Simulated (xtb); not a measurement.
C2H6Cl2Si, charge -1, doublet, at a GFN2-xTB geometry (a state made from the parent by changing its charge; the spin is typed, not shown lowest); GFN2-xTB run with xtb.

xtb was given this input:
```
$ xtb mol.xyz --gfn 2 --chrg -1 --uhf 1 --etemp 5000 --json

# file mol.xyz
11

C      1.42650279    -1.09765924    -0.30315678
Si     0.01213736     0.16509109    -0.03165282
C     -1.56388176    -0.70217827     0.62622317
Cl     0.76305449     0.79178801     2.13220720
Cl    -0.69452658     0.10064806    -2.29070594
H      1.11420848    -1.87858725    -0.99280464
H      2.30728618    -0.62012116    -0.72403909
H      1.71703127    -1.55674218     0.63856189
H     -2.37176399     0.00847255     0.77886613
H     -1.91241609    -1.45110271    -0.08106818
H     -1.36496922    -1.18558243     1.57970349
```

Problem. Write the output that xtb gives for this input, abridged.

Solution. 
```
   ID    Z sym.   atoms
    1    6 C      1, 3
    2   14 Si     2
    3   17 Cl     4, 5
    4    1 H      6-11

           -------------------------------------------------
          |                Calculation Setup                |
           -------------------------------------------------

           -------------------------------------------------
          |                 G F N 2 - x T B                 |
           -------------------------------------------------

          ...................................................
          :                      SETUP                      :
          :.................................................:
          :  # basis functions                  44          :
          :  # atomic orbitals                  41          :
          :  # shells                           19          :
          :  # electrons                        33          :
          :  max. iterations                   250          :
          :  Hamiltonian                  GFN2-xTB          :
          :  restarted?                      false          :
          :  GBSA solvation                  false          :
          :  PC potential                    false          :
          :  electronic temp.         5000.0000000     K    :
          :  accuracy                    1.0000000          :
          :  -> integral cutoff          0.2500000E+02      :
          :  -> integral neglect         0.1000000E-07      :
          :  -> SCF convergence          0.1000000E-05 Eh   :
          :  -> wf. convergence          0.1000000E-03 e    :
          :  Broyden damping             0.4000000          :
          :  net charge                         -1          :
          :  unpaired electrons                  1          :
          ...................................................

 iter      E             dE          RMSdq      gap      omega  full diag
   1    -18.4506870 -0.184507E+02  0.664E+00    3.79       0.0  T
   2    -18.5360474 -0.853604E-01  0.228E+00    3.50       1.0  T
   3    -18.5370807 -0.103326E-02  0.147E+00    3.59       1.0  T
   4    -18.5348199  0.226078E-02  0.654E-01    3.63       1.0  T
   5    -18.5378754 -0.305556E-02  0.390E-01    3.66       1.0  T
   6    -18.5382368 -0.361319E-03  0.150E-01    3.65       1.0  T
   7    -18.5382427 -0.595035E-05  0.134E-01    3.67       1.0  T
   8    -18.5382790 -0.362915E-04  0.497E-02    3.67       1.0  T
[...]
         :: total energy             -18.412399522057 Eh    ::
[...]
     7   1 H        0.925     0.002     3.017     2.716
     8   1 H        0.925     0.008     2.931     2.677
     9   1 H        0.925     0.002     3.017     2.716
    10   1 H        0.925     0.007     2.938     2.680
    11   1 H        0.925     0.007     2.932     2.678

 Mol. C6AA /au·bohr⁶  :       2841.253943
 Mol. C8AA /au·bohr⁸  :     106319.061606
 Mol. α(0) /au        :         88.337525

Wiberg/Mayer (AO) data.
largest (>0.10) Wiberg bond orders for each atom

 ---------------------------------------------------------------------------
     #   Z sym  total        # sym  WBO       # sym  WBO       # sym  WBO
 ---------------------------------------------------------------------------
     1   6 C    3.964 --     7 H    0.998     8 H    0.998     6 H    0.996
                             2 Si   0.848
     2  14 Si   2.751 --     1 C    0.848     3 C    0.848     5 Cl   0.531
                             4 Cl   0.525
     3   6 C    3.964 --     9 H    0.998    11 H    0.997    10 H    0.997
                             2 Si   0.848
     4  17 Cl   0.613 --     2 Si   0.525
     5  17 Cl   0.620 --     2 Si   0.531
     6   1 H    0.999 --     1 C    0.996
     7   1 H    0.999 --     1 C    0.998
     8   1 H    0.999 --     1 C    0.998
     9   1 H    0.999 --     3 C    0.998
    10   1 H    0.999 --     3 C    0.997
    11   1 H    0.999 --     3 C    0.997
 ---------------------------------------------------------------------------

Topologies differ in total number of bonds
Writing topology from bond orders to xtbtopo.mol

molecular dipole:
                 x           y           z       tot (Debye)
 q only:       -0.036      -0.415       0.060
   full:       -0.090      -1.125       0.189       2.908
molecular quadrupole (traceless):
                xx          xy          yy          xz          yz          zz
 q only:        7.114      -1.355      10.743      -9.255      -4.646     -17.857
  q+dip:        9.211      -1.768      11.910     -11.218      -5.293     -21.121
   full:        9.477      -1.836      10.852     -10.992      -4.973     -20.329

           -------------------------------------------------
          | TOTAL ENERGY              -18.412399522057 Eh   |
          | GRADIENT NORM               0.005238306495 Eh/α |
          | HOMO-LUMO GAP               3.668481014624 eV   |
           -------------------------------------------------

normal termination of xtb
```
